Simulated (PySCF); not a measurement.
AsH₄Si, SMILES [SiH2][AsH2], multiplicity 2. Atoms are numbered in the order given.

```xyz
6

Si    -1.5710    -0.3638    -0.1325
As     0.7348     0.1797     0.1410
H     -2.4052     0.8458     0.0895
H     -1.9316    -0.9709    -1.4412
H      1.1698    -1.2598    -0.1150
H      0.9135     0.5485    -1.3321
```
Charge 0, spin multiplicity 2.

Geometry: B3LYP-D3(BJ)/def2-TZVP. The isomer is the one that the SMILES or the coordinates give; other isomers of the formula were not compared.

Method: CAM-B3LYP/def2-TZVPD in PySCF.

Mulliken values depend strongly on the basis, most of all with diffuse functions as here. ESP charges are fitted to the potential on shells at 1.4 to 2.0 van der Waals radii. Atomic charges (e):

```tsv
atom	Mulliken	ESP fit	meta-Löwdin	Mulliken spin
Si1	0.11	0.07	0.22	0.88
As2	-0.28	-0.11	-0.06	0.03
H3	-0.05	-0.01	-0.08	0.03
H4	-0.04	-0.04	-0.08	0.03
H5	0.13	0.04	0.00	0.00
H6	0.13	0.05	0.00	0.03
```
